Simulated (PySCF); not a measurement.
Molecule: Ga(H)(OSiH3)2, SMILES [O]([GaH][O][SiH3])[SiH3] (H₇GaO₂Si₂). Atoms near the plane z = 1.2 Å, at the B3LYP/def2-SVP optimised geometry (x, y, z in Å): Ga1 (1.0, -0.1, 0.0), H2 (2.5, -0.1, 0.0), O3 (0.0, 1.4, 0.0), Si4 (-1.4, 2.2, 0.0), H5 (-2.4, 1.5, 0.8), H7 (-1.2, 3.6, 0.6), O8 (0.0, -1.6, 0.0), Si9 (-1.4, -2.4, 0.0), H10 (-1.8, -2.8, 1.4).

Computed with B3LYP/def2-TZVP (PySCF). The values are rescaled to run from 0 to 1.

```
|...............................|
|...............................|
|...............................|
|...............................|
|...........::..................|
|..........:=*=.. ..............|
|.........:-#@+:.   ............|
|.......::-=*%+:.   ............|
|.......::=#@@%=.    ...........|
|........-+@@@@*:   ............|
|.......:#@@@@@+.   ..::........|
|.......=@@@@@%-. .::::::.......|
|.......-@@@++=:::=++=-:::......|
|.......:=+----:=#@@%*-::::.....|
|..........:::-=#@@@@#=-:::.....|
|...........::-+@@@@@%+-:::.....|
|..........::--+@@@@@%=-:::.....|
|.........:-----+@@@@*=-:::.....|
|.........-=++-::=*#*=-::::.....|
|........:-*@@+:..:---::::......|
|........:+@@@%=.  ..::::.......|
|........-%@@@@+.   ............|
|........-@@@@%+:   ............|
|........:*@@%+=:.  ............|
|.........:==--::...............|
|............:::................|
|...............................|
|...............................|
|...............................|
|...............................|
|...............................|
```
Scale: ten equal steps from 0.000 (start of ' ') to 1.00 (end of '@'), in the order ' .:-=+*#%@'; x runs from -6.00 to 6.00, y from -6.00 (bottom) to 6.00 (top).

Problem. Which quantity is mapped?
A. Laplacian of the electron density
B. electrostatic potential
C. an orbital amplitude
D. log10 of the electron density

Solution. B, electrostatic potential. In full: electrostatic potential (hartree/e), clipped to [-0.08, 0.12].
